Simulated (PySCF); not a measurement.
C₂H₇NSn, SMILES C[N](C)[SnH] (connectivity only; charge and spin as stated), neutral, multiplicity 1.

Geometry: B3LYP-D3(BJ)/def2-SVP. The structure was generated by enumeration; whether it is a known compound was not checked. The def2 effective core potentials stand for the cores of Sn; spin–orbit coupling is left out.

Level of theory: ωB97X/def2-TZVP (PySCF).

The molecule is in vacuum.

Task: Estimate the frontier levels, gap, dipole moment and polarisability. (Estimate from the structure and the level; the computed values follow.)

Result: 
```
Item                                                                                                             Value
---------------------------------------------------------------------------------------------  -----------------------
highest occupied level                                                                                        -8.59 eV
lowest empty level                                                                                            -0.27 eV
orbital gap                                                                                                    8.33 eV
dipole moment                                                                                                   0.71 D
quadrupole, principal values (traceless, Buckingham form, about the centre of nuclear charge)    -3.51, 1.17, 2.34 D·Å
mean static polarisability                                                                       79.3 bohr³ (11.75 Å³)
polarisability, principal values                                                               58.4, 78.5, 101.0 bohr³
```
